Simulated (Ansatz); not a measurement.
# Molecular dynamics of C₃H₉NSi

Input file:

```yaml
crystal:
  periodic: [false, false, false]
  atoms:
    - { symbol: C, position_ang: [-1.315383, 1.403608, 0.584886] }
    - { symbol: C, position_ang: [0.11699, 0.964513, 0.161169] }
    - { symbol: "N", position_ang: [0.379359, -0.474442, 0.642425] }
    - { symbol: C, position_ang: [-0.191951, -1.487123, -0.416807] }
    - { symbol: Si, position_ang: [1.635738, -1.338687, -0.376242] }
    - { symbol: H, position_ang: [-1.499369, 2.455675, 0.294954] }
    - { symbol: H, position_ang: [-2.074456, 0.765634, 0.094955] }
    - { symbol: H, position_ang: [-1.434792, 1.309507, 1.679712] }
    - { symbol: H, position_ang: [0.868271, 1.617972, 0.659249] }
    - { symbol: H, position_ang: [0.228121, 1.103021, -0.942947] }
    - { symbol: H, position_ang: [-0.715759, -2.337651, 0.054799] }
    - { symbol: H, position_ang: [-0.765274, -1.061563, -1.260729] }
    - { symbol: H, position_ang: [2.465299, -2.296991, 0.333044] }
    - { symbol: H, position_ang: [2.290304, -0.652574, -1.479768] }
basis:
  gaussian: { orbitals: STO-3G }
hamiltonian:
  xc: pbe
  dispersion: d4
md:
  timestep: 0.5
  n_steps: 266
  ensemble: nvt_langevin
  temperature: 500.0
  initial_velocities: maxwell_boltzmann
  seed: 63721
  friction: 0.001
  masses: [{ species: H, mass: 2.014 }]
```

Run as:

```bash
$ ansatz run input.yaml --threads 1 --pin off --max-ram 2048MiB --backend cpu --events-out ev --progress --plain --runs-dir out
```

It starts from a relaxed structure.

Output, in part (one step line in 9, the closing report, with atoms numbered from 0):

```
md step     0: t =     0.00 fs  T =   464.3 K  F+E_penalty+E_count = -12464.52758068 eV  E_kin = 0.840190 eV  (24 SCF iters)
md step     9: t =     4.50 fs  T =   294.4 K  F+E_penalty+E_count = -12464.23398666 eV  E_kin = 0.532678 eV  (20 SCF iters)
md step    18: t =     9.00 fs  T =   257.5 K  F+E_penalty+E_count = -12464.17653617 eV  E_kin = 0.465972 eV  (26 SCF iters)
md step    27: t =    13.50 fs  T =   310.2 K  F+E_penalty+E_count = -12464.27849062 eV  E_kin = 0.561438 eV  (28 SCF iters)
md step    36: t =    18.00 fs  T =   234.2 K  F+E_penalty+E_count = -12464.12893192 eV  E_kin = 0.423762 eV  (21 SCF iters)
md step    45: t =    22.50 fs  T =   207.0 K  F+E_penalty+E_count = -12464.07926858 eV  E_kin = 0.374616 eV  (22 SCF iters)
md step    54: t =    27.00 fs  T =   275.6 K  F+E_penalty+E_count = -12464.22137358 eV  E_kin = 0.498773 eV  (28 SCF iters)
md step    63: t =    31.50 fs  T =   181.2 K  F+E_penalty+E_count = -12464.00485965 eV  E_kin = 0.327879 eV  (21 SCF iters)
md step    72: t =    36.00 fs  T =   148.3 K  F+E_penalty+E_count = -12463.95745174 eV  E_kin = 0.268282 eV  (21 SCF iters)
md step    81: t =    40.50 fs  T =   237.4 K  F+E_penalty+E_count = -12464.10530283 eV  E_kin = 0.429529 eV  (28 SCF iters)
md step    90: t =    45.00 fs  T =   223.9 K  F+E_penalty+E_count = -12464.09134577 eV  E_kin = 0.405212 eV  (21 SCF iters)
md step    99: t =    49.50 fs  T =   160.4 K  F+E_penalty+E_count = -12463.99627147 eV  E_kin = 0.290189 eV  (21 SCF iters)
md step   108: t =    54.00 fs  T =   241.5 K  F+E_penalty+E_count = -12464.14807959 eV  E_kin = 0.437042 eV  (29 SCF iters)
md step   117: t =    58.50 fs  T =   230.4 K  F+E_penalty+E_count = -12464.11854700 eV  E_kin = 0.416911 eV  (29 SCF iters)
md step   126: t =    63.00 fs  T =   216.3 K  F+E_penalty+E_count = -12464.07760473 eV  E_kin = 0.391445 eV  (21 SCF iters)
md step   135: t =    67.50 fs  T =   283.1 K  F+E_penalty+E_count = -12464.18839620 eV  E_kin = 0.512241 eV  (28 SCF iters)
md step   144: t =    72.00 fs  T =   323.1 K  F+E_penalty+E_count = -12464.21595159 eV  E_kin = 0.584784 eV  (29 SCF iters)
md step   153: t =    76.50 fs  T =   222.1 K  F+E_penalty+E_count = -12464.02657082 eV  E_kin = 0.402000 eV  (22 SCF iters)
md step   162: t =    81.00 fs  T =   269.4 K  F+E_penalty+E_count = -12464.11370133 eV  E_kin = 0.487491 eV  (29 SCF iters)
md step   171: t =    85.50 fs  T =   263.5 K  F+E_penalty+E_count = -12464.08350531 eV  E_kin = 0.476863 eV  (28 SCF iters)
md step   180: t =    90.00 fs  T =   229.0 K  F+E_penalty+E_count = -12464.00311485 eV  E_kin = 0.414445 eV  (28 SCF iters)
md step   189: t =    94.50 fs  T =   279.6 K  F+E_penalty+E_count = -12464.08793247 eV  E_kin = 0.505896 eV  (28 SCF iters)
md step   198: t =    99.00 fs  T =   328.6 K  F+E_penalty+E_count = -12464.19800771 eV  E_kin = 0.594729 eV  (27 SCF iters)
md step   207: t =   103.50 fs  T =   271.8 K  F+E_penalty+E_count = -12464.04384412 eV  E_kin = 0.491931 eV  (21 SCF iters)
md step   216: t =   108.00 fs  T =   318.7 K  F+E_penalty+E_count = -12464.13117976 eV  E_kin = 0.576661 eV  (29 SCF iters)
md step   225: t =   112.50 fs  T =   405.2 K  F+E_penalty+E_count = -12464.26905347 eV  E_kin = 0.733309 eV  (28 SCF iters)
md step   234: t =   117.00 fs  T =   328.2 K  F+E_penalty+E_count = -12464.17933599 eV  E_kin = 0.593852 eV  (28 SCF iters)
md step   243: t =   121.50 fs  T =   280.0 K  F+E_penalty+E_count = -12464.15411982 eV  E_kin = 0.506786 eV  (28 SCF iters)
md step   252: t =   126.00 fs  T =   341.8 K  F+E_penalty+E_count = -12464.27283453 eV  E_kin = 0.618548 eV  (27 SCF iters)
md step   261: t =   130.50 fs  T =   230.9 K  F+E_penalty+E_count = -12464.07174865 eV  E_kin = 0.417757 eV  (27 SCF iters)
md step   266: t =   133.00 fs  T =   235.5 K  F+E_penalty+E_count = -12464.08568004 eV  E_kin = 0.426225 eV  (24 SCF iters)
Total energy: -12464.08570631 eV, -458.0467012462 hartree
Atom 0 at    -1.310420     1.293251     1.021458 Å, force     0.000286     0.470228    -0.131221 eV/Å
Atom 1 at    -0.130803     0.942283     0.039204 Å, force    -1.111368     0.245358    -1.516739 eV/Å
Atom 2 at     0.630214    -0.292273     0.458939 Å, force     0.168203    -0.926537     0.324668 eV/Å
Atom 3 at    -0.118699    -1.640026     0.160954 Å, force     0.862150     0.678830     0.009305 eV/Å
Atom 4 at     1.640748    -1.469403    -0.533248 Å, force    -1.398537     0.628983     0.927518 eV/Å
Atom 5 at    -1.835203     2.268124     0.705624 Å, force     1.007620    -1.167265     0.694291 eV/Å
Atom 6 at    -2.079073     0.505328     1.034176 Å, force    -0.106220    -0.283362    -0.270629 eV/Å
Atom 7 at    -0.881368     1.302025     2.038354 Å, force    -0.241933     0.662707     0.226741 eV/Å
Atom 8 at     0.565218     1.820425     0.009292 Å, force    -0.040717    -0.341242    -0.106436 eV/Å
Atom 9 at    -0.657439     0.846728    -0.974215 Å, force     0.817904     0.095076     0.406066 eV/Å
Atom 10 at    -0.458374    -2.194819     1.094923 Å, force     0.392704     0.324940    -1.028292 eV/Å
Atom 11 at    -0.915509    -1.509440    -0.615247 Å, force     0.002142    -0.403013     0.396006 eV/Å
Atom 12 at     2.846961    -1.848281     0.185080 Å, force    -0.069255    -0.103433     0.112074 eV/Å
Atom 13 at     1.895670    -1.479280    -1.971168 Å, force    -0.282980     0.118729    -0.043349 eV/Å
Dipole moment:     0.016082    -0.079584    -0.295468 e Å
```

All steps were run. The mean temperature of the second half is 42 % below the set value. A run of 0.13 ps of so small a system gives no equilibrium averages. Limits of this set-up: minimal basis.

The same pairs are bonded in the first frame and the last. Pairs count as bonded within 1.25 times the sum of covalent radii (0.12 Å more for H–H).

Last frame:

```xyz
14
Properties=species:S:1:pos:R:3
C -1.310 1.293 1.022
C -0.131 0.942 0.039
N 0.630 -0.292 0.459
C -0.119 -1.640 0.161
Si 1.641 -1.469 -0.533
H -1.835 2.268 0.706
H -2.079 0.505 1.034
H -0.881 1.302 2.038
H 0.565 1.820 0.009
H -0.657 0.847 -0.974
H -0.458 -2.195 1.095
H -0.915 -1.509 -0.615
H 2.847 -1.848 0.185
H 1.896 -1.479 -1.971
```

The run took 12 min on 1 thread of Arm Neoverse V1, on a shared host, peak memory 0.096 GiB.
